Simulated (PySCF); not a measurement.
BiCl₃ (singlet). Method: PySCF, PBE0, basis Bi def2-SVP with ECP60, Cl def2-SVP (scalar-relativistic core potentials, no spin–orbit coupling, density fitting).

Harmonic bands of its minimum:

```json
{"ω (cm⁻¹)": "100", "IR (km/mol, summed over degenerate members)": "2.7", "degeneracy": "2"}
{"ω (cm⁻¹)": "115", "IR (km/mol, summed over degenerate members)": "5.1", "degeneracy": "1"}
{"ω (cm⁻¹)": "339", "IR (km/mol, summed over degenerate members)": "121", "degeneracy": "2"}
{"ω (cm⁻¹)": "354", "IR (km/mol, summed over degenerate members)": "17.6", "degeneracy": "1"}
```

**Question.** The central atom is Bi. Infer the point group and assign the bands.

**Answer.** C3v. The modes span 2e + 2a1: 100 e, 115 a1, 339 e, 354 a1. The computed geometry has Bi–Cl 2.458 Å (×3); Cl–Bi–Cl 99.1° (×3).

Spin–orbit coupling, left out here, can matter for elements this heavy.
